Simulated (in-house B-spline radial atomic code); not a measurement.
## TDHF excitations of Ca III (Ca2+)

Method: TDHF. Computed with an all-electron radial atomic-structure program (B-spline basis): linear response of the closed shell [Ne] 3s2 3p6 with bare exchange (time-dependent Hartree-Fock); scalar-relativistic (spin-free one-electron X2C), finite nucleus, no spin-orbit coupling, no double excitations, S, P, D and F terms only. Only terms of natural parity with L up to 3 were computed.

Command:
```bash
python run_td.py task.json out
```
Settings (radii: box in bohr, nucleus in fm):
```
Z                        20
electrons                18
configuration            [Ne] 3s2 3p6
hamiltonian              x2c
method                   hf
box_radius               29.48
rms_radius               3.4776
intervals                74
```

Cost of the run: 1 s on 1 thread of Arm Neoverse N1, on a shared host.

The lowest states, in the order of their Tamm-Dancoff energies; the method's threshold (minus the highest occupied level) is 51.07 eV. Labels give the largest channel, * marks a mixed state, and oscillator strengths are full-response dipole values. Energies in eV:

| state | full response | Tamm-Dancoff | oscillator strength |
| --- | --- | --- | --- |
| 3p → 3d 3P | 24.776 | 24.916 | - |
| 3p → 3d 3F | ? | ? | - |
| 3p → 3d 1F | 28.182 | 28.267 | - |
| 3p → 4s 3P | 30.33 | 30.36 | - |
| 3p → 4s 1P | 31.00 | 31.01 | 0.693 |
| 3p → 4p 3S | 33.48 | 33.54 | - |
| 3p → 4p 3D | 34.53 | 34.56 | - |
| 3p → 4p 1D | 34.94 | 34.94 | - |
| 3p → 3d 1P | 34.73 | 35.77 | 3.57 |
| 3p → 4p 1S | 36.36 | 36.51 | - |
| 3p → 4d 3P | 40.19 | 40.20 | - |
| 3p → 4d 3F | 40.39 | 40.42 | - |
| 3p → 4d 1F | 40.66 | 40.66 | - |
| 3p → 5s 3P | 40.88 | 40.88 | - |
| 3p → 5s 1P | ? | ? | ? |
| 3p → 5p 3S | 42.06 | 42.08 | - |
| 3p → 4d 1P | 41.78 | 42.18 | 0.477 |
| 3p → 5p 3D | 42.41 | 42.42 | - |
| 3p → 5p 1D | 42.54 | 42.54 | - |
| 3p → 5p 1S | 43.05 | 43.11 | - |
| 3p → 4f 3D | 43.20 | 43.20 | - |
| 3p → 4f 1D | 43.31 | 43.32 | - |

Task: Where does 3p → 5s 1P lie?

Result: At 41.04 eV in full response, 41.05 eV in Tamm-Dancoff, oscillator strength 0.152.

Task: Where does 3p → 3d 3F lie?

Result: At 25.327 eV in full response, 25.823 eV in Tamm-Dancoff.

Task: How large is the singlet-triplet splitting of 3p → 3d (F terms) in Tamm-Dancoff?

Result: 2.44 eV, from the unrounded values.

Task: What polarisabilities and dispersion coefficient does the method give?

Result: Dipole 3.254 bohr³, quadrupole 6.937 bohr⁵, C6 10.72 hartree·bohr⁶ for two such species.
